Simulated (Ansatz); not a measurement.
Mulliken charges of CH4O3Si (`O[Si]1(O)CO1`) from r2SCAN/def2-TZVPP in Ansatz (PBE0-D4/def2-TZVP geometry).

```
atom   x (Å)   y (Å)   z (Å)  charge (e)
  O1  -0.867   0.308  -1.725      -0.397
 Si2   0.137   0.113  -0.470       0.778
  O3   1.586  -0.095  -1.160      -0.397
  C4  -0.330  -0.425   1.175      -0.139
  O5  -0.022   1.034   0.870      -0.408
  H6  -1.771   0.554  -1.521       0.209
  H7   2.342  -0.135  -0.572       0.209
  H8   0.375  -0.841   1.893       0.072
  H9  -1.362  -0.559   1.493       0.072
```

Question: By hand: the dipole of these point charges (1 e Å = 4.8032 D).

Answer: Σ q r = (-0.076, -0.373, 0.068) e Å, of length 0.387 e Å = 1.86 D.

Question: How does the dipole of the full density compare? (Best estimate.)

Answer: Computed: (-0.070, -0.232, 0.143) e Å, 1.35 D; the point charges give 1.38 times that, at 21° from its direction.

Point charges leave out the atoms' own dipoles, such as those of lone pairs, and Mulliken's split depends on the basis, so the two needn't agree.
